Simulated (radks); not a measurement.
Effect of the nuclear size on the cadmium ion Cd38+, [Ne]. All-electron calculation, Dirac Kohn-Sham, BLYP, spin-unpolarised, spherical densities, finite nucleus; Fermi nuclear charge, rms radius 4.6087 fm. Program: a radial shooting solver on a logarithmic mesh with Libxc functionals. The rms radius is varied about that value; shifts are against it.

[
 {"rms radius (fm)": "3.8759", "total energy shift (eV)": "-0.936", "density at nucleus (e/bohr^3)": "1.605e+05", "1s1/2 shift (meV)": "-402", "2s1/2 shift (meV)": "-47.7", "2p1/2 shift (meV)": "1.37", "2p3/2 shift (meV)": "2.22", "3s1/2 (empty) shift (meV)": "-12.4", "3p1/2 (empty) shift (meV)": "0.106"},
 {"rms radius (fm)": "4.2538", "total energy shift (eV)": "-0.471", "density at nucleus (e/bohr^3)": "1.584e+05", "1s1/2 shift (meV)": "-202", "2s1/2 shift (meV)": "-24.0", "2p1/2 shift (meV)": "0.689", "2p3/2 shift (meV)": "1.12", "3s1/2 (empty) shift (meV)": "-6.22", "3p1/2 (empty) shift (meV)": "0.053"},
 {"rms radius (fm)": "4.6087", "total energy shift (eV)": "0", "density at nucleus (e/bohr^3)": "1.566e+05", "1s1/2 shift (meV)": "0.000", "2s1/2 shift (meV)": "0.000", "2p1/2 shift (meV)": "0.000", "2p3/2 shift (meV)": "0.000", "3s1/2 (empty) shift (meV)": "0.000", "3p1/2 (empty) shift (meV)": "0.000"},
 {"rms radius (fm)": "4.8253", "total energy shift (eV)": "0.303", "density at nucleus (e/bohr^3)": "1.556e+05", "1s1/2 shift (meV)": "130", "2s1/2 shift (meV)": "15.4", "2p1/2 shift (meV)": "-0.444", "2p3/2 shift (meV)": "-0.720", "3s1/2 (empty) shift (meV)": "4.01", "3p1/2 (empty) shift (meV)": "-0.034"},
 {"rms radius (fm)": "5.2908", "total energy shift (eV)": "0.995", "density at nucleus (e/bohr^3)": "1.536e+05", "1s1/2 shift (meV)": "428", "2s1/2 shift (meV)": "50.7", "2p1/2 shift (meV)": "-1.46", "2p3/2 shift (meV)": "-2.36", "3s1/2 (empty) shift (meV)": "13.2", "3p1/2 (empty) shift (meV)": "-0.112"}
]

Slopes of the eigenvalues against <r^2> in GHz/fm^2, as finite differences over the two radii next to the reference (eigenvalue slopes, not the field-shift constants of lines): 1s1/2 15500, 2s1/2 1840, 2p1/2 -52.8, 2p3/2 -85.6, 3s1/2 (empty) 477, 3p1/2 (empty) -4.07.
